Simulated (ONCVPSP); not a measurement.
# Logarithmic derivatives: nitrogen (N), ONCV

* Element: nitrogen
* Generator: ONCVPSP 4.0.1
* Type: optimised norm-conserving Vanderbilt (ONCV)
* Functional: LDA (Perdew-Zunger)
* Relativity: scalar-relativistic
* Frozen core: [He]
* Valence charge: 5
* Reference configuration: 2s2 2p2 (charge +1)
* Partial waves: 2s: rc 0.70 bohr, ncon 3, nbas 6, qcut 8.1 1/bohr, local; 2p: rc 1.75 bohr, ncon 4, nbas 7, qcut 6.1 1/bohr, 2 projectors, debl 3.4 Ha
* Local potential: the s channel
* Core correction: Teter function, fcfact 2.75, rcfact 1.15

The phase is arctan(r·R′/R) of the radial function R(r), unwrapped; energies in Ha, scanned from -3 to 5 Ha. A pole is an energy at which the radial function vanishes at the test radius. The pseudo phase is shifted by a multiple of π to meet the all-electron one at the reference energy, and phase errors are pseudo minus all-electron; the curves can meet again beyond the range given. Levels narrower than the energy grid can be missing from the lists of poles.

| channel | radius (bohr) | reference energy (Ha) | poles, all-electron | poles, pseudo | unbroken range about the reference energy with phases within 0.05 rad | phase error 1 Ha above the reference energy (rad) |
| --- | --- | --- | --- | --- | --- | --- |
| s | 0.71 | -1.19 | none | none | the whole range | -0.004 |
| p | 1.78 | -0.76 | -0.27, 4.73 | -0.27, 4.79 | the whole range | +0.002 |

Phases in the p channel:

| E (Ha) | all-electron | pseudo |
| --- | --- | --- |
| -2.98 | 1.209 | 1.210 |
| -2.54 | 1.145 | 1.146 |
| -2.10 | 1.036 | 1.036 |
| -1.66 | 0.792 | 0.794 |
| -1.22 | 0.006 | 0.008 |
| -0.78 | -1.135 | -1.135 |
| -0.34 | -1.534 | -1.533 |
| 0.10 | -1.738 | -1.736 |
| 0.54 | -1.938 | -1.935 |
| 0.98 | -2.282 | -2.276 |
| 1.42 | -3.088 | -3.077 |
| 1.86 | -3.943 | -3.940 |
| 2.30 | -4.296 | -4.295 |
| 2.74 | -4.455 | -4.455 |
| 3.18 | -4.547 | -4.546 |
| 3.62 | -4.608 | -4.607 |
| 4.06 | -4.655 | -4.653 |
| 4.50 | -4.694 | -4.690 |
| 4.94 | -4.729 | -4.723 |
